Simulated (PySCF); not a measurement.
**Successive ionisation energies of holmium**

Calculated with PySCF 2.14, two-component X2C-1e (Gaussian nucleus, no Breit or QED terms), each ion in its own even-tempered basis; GMP2 freezes the deep shells of the larger ions and drops the highest virtual spinors; eV.

```json
{"ion": "Ho⁶¹⁺", "configuration": "[He] 2s2 2p2", "GHF (spin-free)": "14044.7", "GHF (screened spin-orbit)": "14660.3", "GMP2 (screened spin-orbit)": "14662.5", "NIST": "14639 ± 12", "kind": "theoretical"}
{"ion": "Ho⁶²⁺", "configuration": "[He] 2s2 2p1", "GHF (spin-free)": "14347.4", "GHF (screened spin-orbit)": "15014.1", "GMP2 (screened spin-orbit)": "15011.9", "NIST": "14998 ± 15", "kind": "theoretical"}
{"ion": "Ho⁶³⁺", "configuration": "[He] 2s2", "GHF (spin-free)": "15467.4", "GHF (screened spin-orbit)": "15467.4", "GMP2 (screened spin-orbit)": "15473.9", "NIST": "15448 ± 19", "kind": "theoretical"}
{"ion": "Ho⁶⁴⁺", "configuration": "[He] 2s1", "GHF (spin-free)": "15764.2", "GHF (screened spin-orbit)": "15764.2", "GMP2 (screened spin-orbit)": "15764.5", "NIST": "15745.77 ± 0.11", "kind": "theoretical"}
{"ion": "Ho⁶⁵⁺", "configuration": "1s2", "GHF (spin-free)": "63914.9", "GHF (screened spin-orbit)": "63914.9", "GMP2 (screened spin-orbit)": "63916.7", "NIST": "63772.42 ± 0.11", "kind": "theoretical"}
{"ion": "Ho⁶⁶⁺", "configuration": "1s1", "GHF (spin-free)": "65227.0", "GHF (screened spin-orbit)": "65227.0", "GMP2 (screened spin-orbit)": "65227.0", "NIST": "65137.13 ± 0.16", "kind": "theoretical"}
```

Task: Where is the largest relative jump?

Result: From Ho⁶⁴⁺ to Ho⁶⁵⁺: 15764.5 to 63916.7 eV, where the electron removed from 1s2 comes from a deeper shell or subshell.
